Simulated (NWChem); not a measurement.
Lowest excitation of H4AlN

```
Al
N 1 1.7859
H 2 1.0232 1 125.18
H 2 1.0232 3 109.64 1 180.00
H 1 1.5984 2 117.46 3 0.00
H 1 1.5984 5 125.07 2 180.00
```
Charge 0, spin multiplicity 1.

The numbers come from NWChem runs, not from measurements. All single points use one geometry, from PBE/def2-SVP, a minimum by its harmonic frequencies. It is one conformer; others weren't searched.

Basis set: aug-cc-pVDZ. The methods don't all put a state of the same symmetry lowest.

```tsv
method	lowest vertical singlet excitation energy (eV)	relative cost	difference from EOM-CCSD
EOM-CCSD	6.04	1	0.00
TD-LDA (SVWN5)	5.36	under 3	-0.68
TD-PBE	5.33	under 3	-0.71
CIS	6.82	under 3	+0.78
TD-B3LYP	5.74	under 3	-0.30
```

The values span 1.48 eV, from TD-PBE (lowest) to CIS (highest). The cost column gives rough processor time relative to EOM-CCSD; each entry includes its own SCF.

The correlated methods keep 6 core orbitals frozen. B3LYP has NWChem's definition, with VWN1-RPA local correlation. The structure started from a generated list of species. No row is a measurement; the coupled-cluster row has its own basis-set and correlation limits.
